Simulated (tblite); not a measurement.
**Question.** What does the GFN2-xTB structure of `[C@@](S(Cl)(=O)=O)(C)(CCC)F` look like in three dimensions?

**Answer.** 
Z-matrix in Å and degrees, rows numbered from 1:
```
C 
C   1  1.5231
C   2  1.5326  1  110.88
C   3  1.5117  2  113.59  1  -173.90
C   4  1.5012  3  118.45  2   -62.48
F   4  1.3656  3  111.23  2    68.59
S   4  1.8557  3  103.21  2   179.34
O   7  1.4247  4  110.99  3   -60.07
O   7  1.4288  4  108.50  3    71.79
Cl  7  2.0284  4  103.69  3  -174.82
H   1  1.0871  2  110.65  3    60.72
H   1  1.0873  2  110.57  3   -59.45
H   1  1.0869  2  110.22  3  -179.34
H   2  1.0912  1  109.32  3   121.13
H   2  1.0914  1  109.58  3  -120.34
H   3  1.0915  2  110.64  1    64.80
H   3  1.0930  2  109.37  1   -54.09
H   5  1.0885  4  110.87  3    61.18
H   5  1.0867  4  108.82  3   -59.65
H   5  1.0889  4  109.61  3  -178.93
```

Of the pairs four or more bonds apart, Cl10···H20 is among the closest relative to their van der Waals radii: 2.72 Å, 92 % of the sum of Bondi's values. S7 (sulfonyl sulfur) is distorted tetrahedral (angles from 103.7° to 118.5°). The C–C distances run from 1.501 Å (C4–C5, drawn single) to 1.533 Å (C2–C3, drawn single), a spread of 0.032 Å.

Computed geometry: GFN2-xTB, gas phase.

Point group: C1 (no symmetry element, even within 0.4 Å). Its GFN2-xTB frequencies are all real (lowest 41 cm⁻¹). The numbers are those of one conformer (C1–C2–C3–C4 -174°, C2–C3–C4–C5 -62°, C3–C4–S7–O8 -60°).

Time: 0.71 s wall. Hardware: Arm Neoverse V1, one thread, no GPU, shared host. That covers the optimisation of the geometry.
